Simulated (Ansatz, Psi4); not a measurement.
From Ansatz to Psi4

Ansatz 0.2.0 runs this on GaSiH4OF (SMILES [F][GaH][O][SiH3]):

in.yaml:
```yaml
crystal:
  periodic: [false, false, false]
  atoms:
    - {symbol: F, position_ang: [0.857100, 1.472000, 1.846200]}
    - {symbol: Ga, position_ang: [1.323900, 1.220200, 0.177500]}
    - {symbol: O, position_ang: [0.322200, 0.024800, -0.644000]}
    - {symbol: Si, position_ang: [-0.952800, -0.945800, -0.299100]}
    - {symbol: H, position_ang: [2.493100, 1.984200, -0.463100]}
    - {symbol: H, position_ang: [-1.287500, -1.717200, -1.523200]}
    - {symbol: H, position_ang: [-0.618600, -1.894300, 0.796900]}
    - {symbol: H, position_ang: [-2.137300, -0.143800, 0.108800]}
basis:
  gaussian:
    orbitals: 6-31G_st_-spherical.json
magnetization:
  spin_polarized: false
correlation:
  method: ccsd
  frozen_orbitals: {F: 1, Ga: 9, H: 0, O: 1, Si: 5}
scf:
  omitted_lower_state_checks: [cluster_reference, increment]
accuracy: high
```

```bash
$ ansatz run in.yaml --threads 1 --pin off --max-ram 3480MiB --events-out events.jsonl --progress --plain --runs-dir runs
```

(Basis files named in the input come from the Basis Set Exchange and aren't shown.)

The coordinates come from a PBE0-D4/def2-TZVP relaxation. This is one conformer, not always the lowest.

It gives a total energy of -2389.284382 Eh.

**Question.** Write the same calculation for Psi4 1.11 as a QCSchema file.

**Answer.** One way, which was run:

input.json:
```json
{
  "schema_name": "qcschema_input",
  "schema_version": 1,
  "molecule": {
    "schema_name": "qcschema_molecule",
    "schema_version": 2,
    "symbols": ["F", "Ga", "O", "Si", "H", "H", "H", "H"],
    "geometry": [1.61968426, 2.78167686, 3.48881237, 2.50180842, 2.30584382, 0.33542639, 0.60886976, 0.04686521, -1.21698362, -1.80053105, -1.78730297, -0.56521708, 4.7112762, 3.74959458, -0.87513217, -2.43302239, -3.2450377, -2.87843083, -1.16898458, -3.5797082, 1.50592275, -4.03891165, -0.27174262, 0.2056022],
    "molecular_charge": 0,
    "molecular_multiplicity": 1,
    "fix_symmetry": "c1"
  },
  "driver": "energy",
  "model": {
    "method": "ccsd",
    "basis": "6-31G*"
  },
  "keywords": {
    "reference": "rhf",
    "puream": true,
    "e_convergence": 1e-09,
    "d_convergence": 1e-08,
    "scf_type": "pk",
    "num_frozen_docc": 16
  }
}
```

```bash
$ psi4 --qcschema input.json -n 1 --memory 2200MB
```

Its energy is -2389.284382 Eh, the same as the first but for the last digit, at most.
